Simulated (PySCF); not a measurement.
## MgIn: one state, many levels of theory

State: ²Π (doublet), unpaired electrons π ↑. Set-up: PySCF, scalar-relativistic core potentials, basis sets Mg def2-SVPD, In def2-SVPD with ECP28. De refers to Mg + In in their high-spin ground configurations, without counterpoise correction. The functionals are run spin-unrestricted. A positive dipole means Mg(−)In(+). Levels whose curve was spin-contaminated or gave no clean fit are not listed.

| Level | Re (Å) | ωe (cm⁻¹) | De (eV) | μ (D) |
| --- | --- | --- | --- | --- |
| ROHF-MP2 | 3.082 | 128 | 0.271 | n/a |
| ROHF-SCS-MP2 | 3.159 | 107 | 0.191 | n/a |
| PBE | 3.001 | 160 | 0.52 | -0.77 |
| revPBE | 3.040 | 151 | 0.420 | -0.68 |
| TPSS | 2.993 | 160 | 0.482 | -0.74 |
| r²SCAN | 2.969 | 168 | 0.53 | -1.03 |
| PBE0 | 3.019 | 152 | 0.432 | -0.96 |
| r²SCAN0 | 2.993 | 159 | 0.454 | -1.17 |

The bond length runs from 2.969 Å (r²SCAN) to 3.159 Å (ROHF-SCS-MP2). De spans 0.19 eV (ROHF-SCS-MP2, perturbation theory) to 0.53 eV (r²SCAN, meta-GGA).

Correlated steps freeze 5 core orbitals. Correlated levels converge slowly with the basis: in double zeta they bind strong bonds too weakly, by up to about 1 eV, and carry superposition errors of some tenths. Spin–orbit coupling is left out, which matters for elements this heavy, above all for dissociation energies. The state was picked by a PBE0 search and need not be the measured ground state.
